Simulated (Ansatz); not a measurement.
Reaction (redistribution): `[SiH3]N[SiH3]` + `CC[O][In]([CH3])[Cl]` → `C[SiH2]N[SiH3]` + `CC[O][InH][Cl]`

Program: Ansatz. Geometries: PBE0-D4/def2-TZVP. ΔE: electronic, gas phase. CCSD(T)/CBS adds triple-zeta CCSD(T) − MP2 to the extrapolated MP2 energy (def2 sets, frozen cores). This one scheme is used for every species. DFT in def2-TZVPP. B3LYP here is the variant with VWN-RPA as its local correlation; programs differ in this. def2 core potentials past Kr. For In outer-core shells are correlated without core-valence functions, which leaves a few kJ/mol of doubt a bond. Each species was taken in one conformer, which may not be the lowest.

```
             level  ΔE (kJ/mol)  difference from CCSD(T)/CBS
            PBE-D4        -16.0                         -5.5
         r2SCAN-D4        -18.5                         -8.0
          B3LYP-D4        -14.9                         -4.4
           ωB97X-V        -16.8                         -6.3
               PBE        -14.5                         -4.0
              PBE0        -16.5                         -6.0
     HF/def2-TZVPP        -16.8                         -6.3
    MP2/def2-TZVPP         -6.4                          4.1
SCS-MP2/def2-TZVPP         -7.0                          3.5
CCSD(T)/def2-TZVPP        -10.4                          0.1
     HF/def2-QZVPP        -16.9                         -6.4
    MP2/def2-QZVPP         -6.5                          4.0
SCS-MP2/def2-QZVPP         -7.3                          3.2
      HF/CBS(def2)        -16.9                         -6.4
     MP2/CBS(def2)         -6.5                          4.0
    CCSD/CBS(def2)        -11.5                         -1.0
       CCSD(T)/CBS        -10.5                            0
```

Largest T1 diagnostic among the species: 0.015.

In def2-TZVPP, CCSD(T) changes the Hartree–Fock value by +6.4 kJ/mol (the triples alone add +1.0 kJ/mol) and MP2 by +10.3 kJ/mol.
